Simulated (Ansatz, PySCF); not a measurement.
Ansatz (an electronic-structure program) was given this input:
Ansatz 0.2 input:
```yaml
crystal:
  periodic: [false, false, false]
  atoms:
    - {symbol: O, position_ang: [1.63806956, -0.17665341, 0.19951219]}
    - {symbol: Si, position_ang: [0.09099432, -0.00981305, 0.01108285]}
    - {symbol: F, position_ang: [-0.34921159, 1.48117889, -0.30939957]}
    - {symbol: F, position_ang: [-0.74988398, -0.42632996, 1.29131116]}
    - {symbol: F, position_ang: [-0.49851299, -0.88255894, -1.17649576]}
basis:
  gaussian:
    orbitals: STO-3G
magnetization: {spin_polarized: true, initial_magnetization: 1}
correlation: {method: ccsd_t, electrons: outside_noble_gas}
accuracy: high
```

Q: Give the equivalent PySCF input.

A: One answer among several that fit: 
```python
from pyscf import gto, scf, cc

mol = gto.Mole()
mol.atom = '''
    O     1.63806956   -0.17665341    0.19951219
    Si    0.09099432   -0.00981305    0.01108285
    F    -0.34921159    1.48117889   -0.30939957
    F    -0.74988398   -0.42632996    1.29131116
    F    -0.49851299   -0.88255894   -1.17649576
'''
mol.basis = 'sto-3g'
mol.spin = 1
mol.verbose = 4
mol.build()

mf = scf.UHF(mol)
mf.kernel()

mycc = cc.CCSD(mf, frozen=9)
mycc.kernel()
et = mycc.ccsd_t()
print('E(CCSD(T)) = %.10f' % (mycc.e_tot + et))
```

Both were run: Ansatz gave -653.713047 Eh and PySCF -653.713046 Eh, 0.000 mEh apart.
